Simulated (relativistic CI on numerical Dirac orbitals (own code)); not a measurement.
Level scheme of Au XXXVIII

These numbers are calculated, not measured: Dirac-Coulomb-Breit CI, separate exchange-only KLI orbitals for each configuration, a model potential for QED, unscaled Slater integrals (own radial code, finite nucleus).

CI space (outside the closed core [Ar] 3d10): 4s2 4p6 4d6, 4s2 4p6 4d5 4f, 4s2 4p5 4d7, 4s 4p6 4d7, 4s2 4p5 4d6 4f, 4s 4p6 4d6 4f, 4s2 4p6 4d5 5s, 4s2 4p6 4d4 4f 5s, 4s2 4p6 4d5 5d, 4s2 4p6 4d5 6s, 4s 4p6 4d6 5s, 4p6 4d8, 4p5 4d9, 4p5 4d8 4f, 4s2 4p6 4d4 5s2, 4s2 4p6 4d3 4f 5s2, 4s2 4p5 4d4 4f 5s2, 4s 4p6 4d4 4f 5s2. Double excitations out of closed p, d and f shells are left out; levels of such configurations are missing from the list, as are those of other unlisted configurations, and high levels can miss mixing partners.

The lowest level is 4s2 4p6 4d6 3F_4, with 39 % of that term; Hund's rules for 4s2 4p6 4d6 give 5D with J = 4, of which the calculation keeps J, while another term leads.

```csv
No.,Configuration,Term,J,E (cm⁻¹),%,Lifetime (s),jj configuration (%)
1,4s2 4p6 4d6,3F,4,0,39,,4d5/2^2 (95)
2,4s2 4p6 4d6,3P,2,28021,40,1.06e+02,4d5/2^2 (95)
3,4s2 4p6 4d6,3P,0,94622,51,4.09e-01,4d5/2^2 (87)
4,4s2 4p6 4d6,5D,3,171213,65,7.49e-06,4d3/2^3 4d5/2^3 (95)
5,4s2 4p6 4d6,5D,4,178962,43,7.91e-06,4d3/2^3 4d5/2^3 (95)
6,4s2 4p6 4d6,5D,1,190078,50,6.89e-06,4d3/2^3 4d5/2^3 (96)
7,4s2 4p6 4d6,3G,5,208051,59,3.50e-05,4d3/2^3 4d5/2^3 (99)
8,4s2 4p6 4d6,3H,6,208224,67,2.19e-01,4d3/2^3 4d5/2^3 (98)
9,4s2 4p6 4d6,3F,2,233325,49,1.12e-05,4d3/2^3 4d5/2^3 (95)
10,4s2 4p6 4d6,3D,3,238845,29,1.53e-05,4d3/2^3 4d5/2^3 (97)
11,4s2 4p6 4d6,3P,0,273393,72,1.31e-04,4d3/2^3 4d5/2^3 (84)
12,4s2 4p6 4d6,3P,1,287551,60,1.55e-05,4d3/2^3 4d5/2^3 (95)
13,4s2 4p6 4d6,1G,4,288527,40,1.61e-04,4d3/2^3 4d5/2^3 (94)
14,4s2 4p6 4d6,3D,2,288951,35,3.53e-05,4d3/2^3 4d5/2^3 (87)
15,4s2 4p6 4d6,3F,3,298242,55,2.05e-05,4d3/2^3 4d5/2^3 (99)
16,4s2 4p6 4d6,5D,2,369090,58,3.16e-06,4d3/2^2 4d5/2^4 (94)
17,4s2 4p6 4d6,5D,0,383244,60,2.81e-06,4d3/2^2 4d5/2^4 (94)
18,4s2 4p6 4d6,3H,4,392193,41,3.73e-06,4d3/2^2 4d5/2^4 (97)
19,4s2 4p6 4d6,5D,3,404304,27,4.11e-06,4d3/2^2 4d5/2^4 (92)
20,4s2 4p6 4d6,3H,5,406660,59,6.85e-06,4d3/2^2 4d5/2^4 (99)
21,4s2 4p6 4d6,1I,6,419987,67,1.07e-05,4d3/2^2 4d5/2^4 (98)
22,4s2 4p6 4d6,3F,3,430267,42,6.10e-06,4d3/2^2 4d5/2^4 (97)
23,4s2 4p6 4d6,3D,1,441665,48,4.94e-06,4d3/2^2 4d5/2^4 (93)
24,4s2 4p6 4d6,1G,4,450520,53,7.34e-06,4d3/2^2 4d5/2^4 (95)
25,4s2 4p6 4d6,3F,2,454106,34,6.35e-06,4d3/2^2 4d5/2^4 (94)
26,4s2 4p6 4d6,3F,2,499303,68,3.98e-06,4d3/2^2 4d5/2^4 (97)
27,4s2 4p6 4d6,3F,4,511728,63,6.07e-06,4d3/2^2 4d5/2^4 (96)
28,4s2 4p6 4d6,1D,2,579728,80,6.27e-06,4d3/2^2 4d5/2^4 (95)
29,4s2 4p6 4d6,3P,1,593291,64,1.68e-06,4d3/2 4d5/2^5 (97)
30,4s2 4p6 4d6,1G,4,640354,41,2.42e-06,4d3/2 4d5/2^5 (95)
```

Energies count from the lowest computed level; lifetimes are radiative, by E1, M1, E2, M2, E3 decay to levels of this space only. Filled j subshells are mostly left out of the jj labels.

The mean weight of the leading LS term, summed over parents, in these 30 levels is 52 %, and that of the leading jj configuration (from the same eigenvectors) 95 %, so jj coupling describes them better and the LS labels are nominal.

At this charge energies of transitions that change n are usually good to better than 1 %, and those within a shell (Δn = 0) to a few per cent. Terms inside the open d or f shell come out 10 to 20 % too wide with unscaled integrals.

LS names give the leading component of a level, which can be under half, so a name can repeat, a term be missing and a line seem to break the LS rules.
